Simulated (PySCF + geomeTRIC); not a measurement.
Species: [Hf(Cl)(Br)3] (charge 0, multiplicity 1).

**Question.** Give a relaxed geometry from PySCF + geomeTRIC with BP86-D3(BJ)/def2-SVP.

**Answer.** the end point of this relaxation.
Cartesian coordinates (Å) in one orientation:
```xyz
5

Hf    -0.002     0.000    -0.007
Cl    -1.221     1.962     0.347
Br    -0.769    -1.755     1.574
Br    -0.346    -0.789    -2.337
Br     2.415     0.436     0.364
```
